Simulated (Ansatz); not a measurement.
`[Cl][Sc]([Cl])[Cl]` + `[OH][Al]([F])[SiH3]` → `[OH][Sc]([Cl])[Cl]` + `[F][Al]([SiH3])[Cl]`  (redistribution)

Gas-phase electronic energies from Ansatz, PBE0-D4/def2-TZVP geometries. CCSD(T)/CBS is the MP2 limit (def2-TZVPP, def2-QZVPP) plus CCSD(T) − MP2 in def2-TZVPP, frozen cores. DFT in def2-TZVPP. B3LYP here is the variant with VWN-RPA as its local correlation; programs differ in this. HSE06 is defined as in plane-wave codes. For Sc outer-core shells are correlated without core-valence functions, which leaves a few kJ/mol of doubt a bond. Scalar relativity is left out up to krypton. One conformer a species, not always the lowest.

`[Cl][Sc]([Cl])[Cl]`:

```xyz
4

Cl   -0.827   -1.458    1.528
Sc    0.001   -0.001    0.000
Cl    1.494    1.584    0.636
Cl   -0.668   -0.125   -2.165
```

`[OH][Al]([F])[SiH3]`:

Z-matrix (Å, degrees):
```
Si
Al 1 2.432
H 1 1.488 2 110.4
H 1 1.487 2 111.4 3 -120.6
H 1 1.489 2 110.1 3 119.1
F 2 1.652 1 121.3 3 126.2
O 2 1.686 1 119.3 3 -54.0
H 7 0.956 2 125.3 1 -179.6
```

`[OH][Sc]([Cl])[Cl]`:

```xyz
5

O    -0.494   -0.931    0.851
Sc    0.171    0.323   -0.297
Cl    0.123    2.538    0.307
Cl    1.040   -0.346   -2.314
H    -0.841   -1.583    1.453
```

`[F][Al]([SiH3])[Cl]`:

```xyz
7

F     2.013    1.570   -0.495
Al    1.221    0.395    0.341
Si   -1.014   -0.279   -0.339
Cl    2.234   -0.444    1.964
H    -0.981   -0.795   -1.734
H    -1.929    0.893   -0.294
H    -1.543   -1.340    0.557
```

| level | ΔE (kcal/mol) | difference from CCSD(T)/CBS |
| --- | --- | --- |
| LDA (SPW92) | 1.3 | -0.2 |
| PBE-D4 | 1.4 | -0.1 |
| BLYP-D4 | 2.2 | 0.7 |
| r2SCAN-D4 | 2.3 | 0.8 |
| B97M-V | 2.6 | 1.1 |
| PBE0-D4 | 1.5 | 0.0 |
| B3LYP-D4 | 2.1 | 0.6 |
| r2SCANh-D4 | 2.2 | 0.7 |
| r2SCAN0-D4 | 2.1 | 0.6 |
| HSE06-D4 | 1.5 | 0.0 |
| BHLYP-D4 | 2.2 | 0.7 |
| CAM-B3LYP-D4 | 1.4 | -0.1 |
| ωB97X-V | 0.9 | -0.6 |
| ωB97M-V | 1.2 | -0.3 |
| B2PLYP | 2.1 | 0.6 |
| PBE-QIDH | 1.7 | 0.2 |
| PBE | 1.5 | 0.0 |
| revPBE | 1.5 | 0.0 |
| BLYP | 2.3 | 0.8 |
| r2SCAN | 2.3 | 0.8 |
| PBE0 | 1.5 | 0.0 |
| B3LYP | 2.2 | 0.7 |
| r2SCANh | 2.2 | 0.7 |
| r2SCAN0 | 2.1 | 0.6 |
| HSE06 | 1.5 | 0.0 |
| CAM-B3LYP | 1.5 | 0.0 |
| LC-ωPBE | 0.1 | -1.4 |
| RPA@PBE/def2-TZVPP | 2.4 | 0.9 |
| HF/def2-SVP | -0.2 | -1.7 |
| MP2/def2-SVP | -1.5 | -3.0 |
| CCSD/def2-SVP | -1.5 | -3.0 |
| CCSD(T)/def2-SVP | -1.3 | -2.8 |
| HF/def2-TZVPP | 2.5 | 1.0 |
| MP2/def2-TZVPP | 1.8 | 0.3 |
| CCSD/def2-TZVPP | 1.9 | 0.4 |
| CCSD(T)/def2-TZVPP | 2.0 | 0.5 |
| HF/def2-QZVPP | 2.9 | 1.4 |
| MP2/def2-QZVPP | 1.6 | 0.1 |
| MP2/CBS(def2) | 1.3 | -0.2 |
| CCSD/CBS(def2) | 1.4 | -0.1 |
| CCSD(T)/CBS | 1.5 | 0 |

Largest T1 diagnostic among the species: 0.015.

At CCSD(T), def2-SVP lies −2.8 kcal/mol from the extrapolated value and def2-TZVPP +0.5 kcal/mol. Leaving LDA and LC-ωPBE aside and taking each functional with its dispersion term where it has one, the values spread over 1.7 kcal/mol, from ωB97X-V to B97M-V.
